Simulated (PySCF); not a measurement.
# Relaxation of singlet H₂SnO

Computed with PBE0/[Sn def2-TZVP with ECP28, O def2-TZVP, H def2-TZVP], scalar-relativistic core potentials, density fitting, no spin–orbit coupling, PySCF. A (50,194) grid was used.

A hand-made T-shaped (ligand arrangement 1) start, of Cs symmetry, held to at least that symmetry:

```xyz
4
charge 0 multiplicity 1, angstrom
Sn    0.2042    0.0000   -0.0206
O    -1.6647    0.0000    0.0447
H     0.2042    0.0000    1.6994
H     1.9232    0.0000    0.0394
```

Question: What forces act on the atoms at the start (eV/Å)?

Answer: 
| atom | Fx | Fy | Fz |
| --- | --- | --- | --- |
| Sn1 | -1.26 | 0.00 | 2.46 |
| O2 | 0.95 | 0.00 | -1.66 |
| H3 | 0.46 | 0.00 | 0.52 |
| H4 | -0.15 | 0.00 | -1.32 |

Question: What does it relax to?

Answer: It ends at C2v with Sn–H 1.713 Å (×2), Sn–O 1.821 Å; H–Sn–H 111.8°, H–Sn–O 124.1° (×2) (after a last refinement on a finer grid). A frequency run shows a minimum.

Question: How much energy is released, and in how many steps?

Answer: 138.3 kJ/mol in 9 steps.
